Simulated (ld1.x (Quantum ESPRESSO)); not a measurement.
# Varying the PAW potential for Mn (Z = 25)

Base potential:

```
Element                 : Mn
Generator               : ld1.x (Quantum ESPRESSO) 7.5
Type                    : PAW
Functional              : LDA (PZ)
Relativity              : scalar-relativistic
Frozen core             : [Ne]
Valence charge          : 15
Reference configuration : 3s2 3p6 3d5 4s2 4p0
Partial waves           : 3s (bound): rcut 1.15, rcutus 1.35 bohr; 4s (bound): rcut 1.15, rcutus 1.35 bohr; 3p (bound): rcut 1.25, rcutus 1.55 bohr; 4p (bound, empty): rcut 1.25, rcutus 1.55 bohr; 3d (bound): rcut 1.10, rcutus 1.15 bohr; 3d channel at 0.05 Ry: rcut 1.10, rcutus 1.15 bohr
Local potential         : all-electron potential smoothed inside 0.90 bohr (lloc = -2)
Core correction         : a·sin(br)/r model core, default radius (core density twice the valence density)
Augmentation charge     : BESSEL, radius 1.00 bohr
```

Cutoffs, loose and tight: the cutoffs (Ry, on a coarse ladder) from which the occupation-weighted sum of valence levels, in a spherical-Bessel basis at the reference potential, stays within 10 and 1 mRy of its value at 400 Ry. They do not see the model core or the augmentation charge, which bear on the density cutoff. Test errors are all-electron minus pseudo excitation energies from the reference, over the configurations 3s2 3p6 3d5 4s1 4p0; 3s2 3p6 3d5 4s0 4p0; 3s2 3p6 3d4 4s0 4p0; 3s2 3p6 3d5 4s1 4p1; 3s2 3p6 3d5 4s1.5 4p0; 3s2 3p6 3d6 4s0 4p0; 3s2 3p6 3d6 4s1 4p0 (two spin-polarised tests are not counted in the largest error). A dash means not determined; rows that change the core or the reference have their own tests. The largest error is taken over the tests solved by every variant that gives reliable tests at all: 3s2 3p6 3d4 4s0 4p0; 3s2 3p6 3d5 4s0 4p0; 3s2 3p6 3d5 4s1 4p0.

Cutoffs are not given where the Bessel-basis levels miss the radial ones by over 6 mRy, ghosts where they miss by over 20 mRy; a channel whose overlap is not positive is not tested.

A file whose overlap is not positive is unfit for use, and its test errors describe a broken file.

| change | outcome | cutoff, loose | cutoff, tight | bound ghosts | largest test error (meV) |
| --- | --- | --- | --- | --- | --- |
| base | generated, overlap not positive | – | – | not determined (overlap not positive) | +21 |
| all radii but the core radius scaled by about 0.78 (s 1.06, p 1.20, d 0.90 bohr, rcut 0.90/0.98/0.86); local potential all-electron potential smoothed inside 0.70 bohr (lloc = -2); augmentation BESSEL, radius 0.78 bohr | generated | 140 Ry | 230 Ry | none | -1.9 |
| all radii but the core radius scaled by about 0.88 (s 1.18, p 1.36, d 1.02 bohr, rcut 1.02/1.10/0.96); local potential all-electron potential smoothed inside 0.80 bohr (lloc = -2); augmentation BESSEL, radius 0.88 bohr | generated, overlap not positive | – | – | not determined (overlap not positive) | -1.9 |
| all radii but the core radius scaled by about 1.27 (s 1.72, p 1.96, d 1.46 bohr, rcut 1.46/1.58/1.40); local potential all-electron potential smoothed inside 1.14 bohr (lloc = -2); augmentation BESSEL, radius 1.26 bohr | generated | 50 Ry | 80 Ry | none | -5.7 |

(1) What comes out with this change to the base: all radii but the core radius scaled by about 1.14 (s 1.54, p 1.76, d 1.30 bohr, rcut 1.30/1.42/1.24); local potential all-electron potential smoothed inside 1.02 bohr (lloc = -2); augmentation BESSEL, radius 1.14 bohr?

(2) What comes out with this change to the base: all radii but the core radius scaled by about 1.33 (s 1.80, p 2.06, d 1.54 bohr, rcut 1.54/1.66/1.46); local potential all-electron potential smoothed inside 1.20 bohr (lloc = -2); augmentation BESSEL, radius 1.34 bohr?

Results:

(1) outcome: generated, overlap not positive; bound ghosts: not determined (overlap not positive); largest test error (meV): -96. A file whose overlap is not positive is unfit for use, and its test errors describe a broken file.

(2) outcome: generated; cutoff, loose: 45 Ry; cutoff, tight: 70 Ry; bound ghosts: none; largest test error (meV): -5.5.
